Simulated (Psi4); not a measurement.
Cl2MoO2, triplet, at a GFN2-xTB geometry of the parent state (such geometries of metal compounds can be far from the true shape) (the multiplicity is a formal guess) (core potentials on Mo); HF/def2-SVP (Psi4).

Input for Psi4:
```
memory 2 GB

molecule {
0 3
  Mo    0.48465740   -0.09009807    0.15996992
  O     1.58129813   -0.62530869   -0.94327488
  O     0.84317706    0.17459744    1.74351668
  Cl   -0.78512742    1.69131697   -0.71922732
  Cl   -1.55319094   -1.25662233   -0.05257686
}

set basis def2-svp
set reference rohf

energy('scf')
print_variables()
```

The log (banner, timings and long lists left out):

```
   => Loading Basis Set <=

    Name: DEF2-SVP
    Role: ORBITAL
    Keyword: BASIS

    !!!  WARNING: ECP capability is in beta. Please check occupations closely.  !!!

         ---------------------------------------------------------
                                   SCF
               by Justin Turney, Rob Parrish, Andy Simmonett
                          and Daniel G. A. Smith
                             ROHF Reference
         ---------------------------------------------------------

  ==> Geometry <==

    Molecular point group: c1
    Full point group: C1

    Geometry (in Angstrom), charge = 0, multiplicity = 3:

       Center              X                  Y                   Z               Mass
    ------------   -----------------  -----------------  -----------------  -----------------
         MO           0.462331038962    -0.085947587336     0.152600702607    97.905404820000
         O            1.558971768962    -0.621158207336    -0.950644097393    15.994914619570
         O            0.820850698962     0.178747922664     1.736147462607    15.994914619570
         CL          -0.807453781038     1.695467452664    -0.726596537393    34.968852682000
         CL          -1.575517301038    -1.252471847336    -0.059946077393    34.968852682000

  Running in c1 symmetry.

  Rotational constants: A =      0.07106  B =      0.06573  C =      0.04692 [cm^-1]
  Rotational constants: A =   2130.26667  B =   1970.55502  C =   1406.60807 [MHz]
  Nuclear repulsion =  326.345946426051228

  Charge       = 0
  Multiplicity = 3
  Electrons    = 64
  Nalpha       = 33
  Nbeta        = 31

  ==> Algorithm <==

  SCF Algorithm Type is DF.
  DIIS enabled.
  MOM disabled.
  Fractional occupation disabled.
  Guess Type is SAD.
  Energy threshold   = 1.00e-06
  Density threshold  = 1.00e-06
  Integral threshold = 1.00e-12

  ==> Primary Basis <==

  Basis Set: DEF2-SVP
    Blend: DEF2-SVP
    Number of shells: 39
    Number of basis functions: 95
    Number of Cartesian functions: 104
    Spherical Harmonics?: true
    Max angular momentum: 3

  Core potential: DEF2-SVP
    Number of shells: 4
    Number of ECP primitives: 14
    Number of ECP core electrons: 28
    Max angular momentum: 3

   => Loading Basis Set <=

    Name: (DEF2-SVP AUX)
    Role: JKFIT
    Keyword: DF_BASIS_SCF

  ==> Integral Setup <==

  SCF_SUBTYPE=INCORE selected. In-core MEM_DF algorithm will be used.
  Using in-core AOs.

  ==> MemDFJK: Density-Fitted J/K Matrices <==

[...]
   @DF-ROHF iter  10: -1135.81346098240965   -1.02224e-04   4.31257e-05 DIIS
   @DF-ROHF iter  11: -1135.81350599469988   -4.50123e-05   4.30629e-05 DIIS
   @DF-ROHF iter  12: -1135.81348350353119    2.24912e-05   4.09439e-05 DIIS
   @DF-ROHF iter  13: -1135.81334900842967    1.34495e-04   2.51632e-05 DIIS
   @DF-ROHF iter  14: -1135.81332124794608    2.77605e-05   1.07324e-05 DIIS
   @DF-ROHF iter  15: -1135.81332235921309   -1.11127e-06   4.27140e-06 DIIS
   @DF-ROHF iter  16: -1135.81332302825149   -6.69038e-07   2.07956e-06 DIIS
   @DF-ROHF iter  17: -1135.81332327693144   -2.48680e-07   1.27988e-06 DIIS
   @DF-ROHF iter  18: -1135.81332343659460   -1.59663e-07   7.69272e-07 DIIS
  Energy and wave function converged.

  ==> Post-Iterations <==

    Orbital Energies [Eh]
    ---------------------

    Doubly Occupied:

[...]
      31A     -0.488158

    Singly Occupied:

[...]
    Virtual:

[...]
    Final Occupation by Irrep:
              A
    DOCC [    31 ]
    SOCC [     2 ]
    NA   [    33 ]
    NB   [    31 ]

  @DF-ROHF Final Energy: -1135.81332343659460

   => Energetics <=

    Nuclear Repulsion Energy =            326.3459464260512277
    One-Electron Energy =               -2241.0647283981647888
    Two-Electron Energy =                 778.9054585355188465
    Total Energy =                      -1135.8133234365946009

Computation Completed

Properties will be evaluated at   0.000000,   0.000000,   0.000000 [a0]

Properties computed using the SCF density matrix

 Multipole Moments:

 ------------------------------------------------------------------------------------
     Multipole            Electronic (a.u.)      Nuclear  (a.u.)        Total (a.u.)
 ------------------------------------------------------------------------------------

 L = 1.  Multiply by 2.5417464519 to convert [e a0] to [Debye]
 Dipole X            :         27.3078538          -28.3445579           -1.0367041
 Dipole Y            :         -5.0766557            5.2692685            0.1926128
 Dipole Z            :          9.0138035           -9.3556328           -0.3418293
 Magnitude           :                                                    1.1084685

 ------------------------------------------------------------------------------------

  Variable Map:
  ----------------------------------------------------------------------------
[...]
  Array Variable Map:
  ----------------------------------------------------------------------------
[...]
[...]
```
